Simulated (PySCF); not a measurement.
# TDDFT excited states: Be4S4

(BeS)4 ring, Be4S4.
Geometry (PBE0-D3(BJ)/def2-SVP, Å), atoms numbered from 1 in this order:
```
atom  x, y, z in Å
Be1   -0.6137   -1.2585   -1.3136
S2     0.9438   -0.9047   -2.3383
Be3    1.5629    0.3519   -1.0588
S4     2.1510    1.5914    0.2519
Be5    0.6137    1.2585    1.3136
S6    -0.9437    0.9045    2.3385
Be7   -1.5629   -0.3520    1.0589
S8    -2.1511   -1.5912   -0.2520
```

Computed with TDDFT CAM-B3LYP/def2-SVPD, vertical, gas phase, core orbitals frozen in the response (PySCF).

```tsv
state	E (eV)	λ (nm)	ν̃ (cm⁻¹)	f	|μ| (D)	main configurations (H = HOMO, L = LUMO)
S1	3.98	311.3	32120	0.0000	0.00	H→L (95%)
S2	4.67	265.6	37650	0.0000	0.00	H-2/H-1→L (≥90%)
S3	4.67	265.5	37660	0.0000	0.00	H-2/H-1→L (≥89%)
S4	5.35	231.8	43150	0.0004	0.13	H-3→L (86%)
S5	5.56	223.0	44840	0.0000	0.02	H→L+1 (89%)
S6	5.77	214.7	46570	0.0000	0.00	H-4→L (79%), H→L+5 (11%)
S7	5.95	208.2	48030	0.0000	0.00	H→L+2 (80%)
S8	6.18	200.5	49890	0.0000	0.00	H-2/H-1→L+1 (≥63%), H→L+4 (28%)
S9	6.19	200.4	49900	0.0000	0.00	H-2/H-1→L+1 (≥62%), H→L+3 (29%)
```

Triplets, Tamm–Dancoff:

| state | E (eV) | λ (nm) | main configurations (H = HOMO, L = LUMO) |
| --- | --- | --- | --- |
| T1 | 3.87 | 320.2 | H→L (94%) |
| T2 | 4.53 | 273.8 | H-2/H-1→L (≥87%) |
| T3 | 4.53 | 273.8 | H-2/H-1→L (≥87%) |

The lowest singlet lies at 3.98 eV (311 nm, ultraviolet) and is dark (f under 0.0005); its leading configuration is HOMO→LUMO (95%). The largest oscillator strength of a single state is 0.0004. S2/S3 and S8/S9 lie within about 0.01 eV of each other in each set; the point group D4h has degenerate representations, and within a degenerate level the listed configurations can mix freely. Löwdin shares by element: HOMO sulfur 100%; LUMO sulfur 53% (atoms not listed hold the other 47%). Orbital energies (eV): HOMO-3 -10.39, HOMO-2 -9.62, HOMO-1 -9.62, HOMO -8.81, LUMO -1.67, LUMO+1 -0.40, LUMO+2 0.21. The oscillator strengths of these states sum to 0.000; summed over the whole spectrum of an exact calculation they would give the number of electrons, 80 (Thomas–Reiche–Kuhn). The vertical ionisation energy (ΔSCF) is 9.52 eV, 3.34 eV above S9. Orbitals of the list HOMO-3 to LUMO+2 that lie within 0.01 eV of each other are written together with a slash and their weights summed (≥ marks a lower bound); for degenerate orbitals outside that list single weights are arbitrary. The window holds the lowest 10 singlets. The highest level found (6.22 eV, f 0.017 so far) is left out, since the window may have cut off a degenerate partner.
